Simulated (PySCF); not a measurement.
## HBr⁺ at PBE0

Computed with PBE0; basis H cc-pVTZ, Br cc-pVTZ-PP with ECP10; scalar-relativistic core potentials; PySCF 2.14.

For HBr⁺, the state is ²Π (doublet), unpaired electrons π ↑. The bond length is 2.751 bohr, the harmonic wavenumber is 2436 cm⁻¹ and the force constant is 3.48 mdyn/Å. The rotational constant Be is 7.994 cm⁻¹ and the anharmonicity ωexe is 43.0 cm⁻¹. The vibration–rotation constant αe is 0.230 cm⁻¹ and the well depth De to H + Br⁺ is 4.04 eV. The dissociation energy D0 is 3.89 eV, the bond order (Mayer) is 0.96 and the dipole moment (positive dipole points towards Br; it is taken about the centre of mass and depends on that origin) is -1.54 D.

Spin–orbit coupling is left out. For an ion De counts to the pair picked by the measured ionisation energies or electron affinities, which need not be the lowest pair at this level. The state was picked by a PBE0 search and need not be the measured ground state.
